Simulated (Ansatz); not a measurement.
`[SH][InH][SH]` and `[SH][In]([SH])[Br]` differ in one atom or group.

Ansatz, PBE0-D4/def2-TZVP geometries, multiplicity 1. Each molecule was computed in one conformer, which needn't be the lowest.

Elements past krypton have def2 core potentials. Scalar relativity is left out up to krypton.

```tsv
property	`[SH][InH][SH]`
HOMO energy (PBE/def2-TZVPP) / eV	-6.22
ideal-gas entropy at 298 K and 1 bar (rigid rotor, harmonic PBE0-D4/def2-TZVP) / J/(mol·K)	339
LUMO energy (PBE/def2-TZVPP) / eV	-2.11
size of the dipole moment (PBE/def2-TZVPP) / D	1.37
HOMO–LUMO gap (ωB97M-V/def2-TZVPP) / eV	9.64
HOMO energy (B3LYP/def2-TZVPP) / eV	-7.15
```

**Question.** What does the change do to each property? (An estimate is asked.)

**Answer.** Computed: 
```
                                                                                  property  `[SH][In]([SH])[Br]`  shift
                                                         HOMO energy (PBE/def2-TZVPP) / eV                 -6.62  -0.40
ideal-gas entropy at 298 K and 1 bar (rigid rotor, harmonic PBE0-D4/def2-TZVP) / J/(mol·K)                   389     50
                                                         LUMO energy (PBE/def2-TZVPP) / eV                 -2.96  -0.85
                                            size of the dipole moment (PBE/def2-TZVPP) / D                  1.40   0.03
                                                   HOMO–LUMO gap (ωB97M-V/def2-TZVPP) / eV                  9.75   0.11
                                                       HOMO energy (B3LYP/def2-TZVPP) / eV                 -7.57  -0.42
```

With PBE0 the HOMO falls by 0.44 eV and the LUMO falls by 0.71 eV, so the gap narrows by about 0.27 eV. PBE moves the HOMO by -0.40 eV and ωB97M-V by -0.46 eV. Dipoles are sizes alone; their direction can turn.

B3LYP here is the variant with VWN-RPA as its local correlation; programs differ in this.

Spin–orbit coupling is left out; it splits and shifts lone-pair levels of the heavy atoms by tenths of an eV.
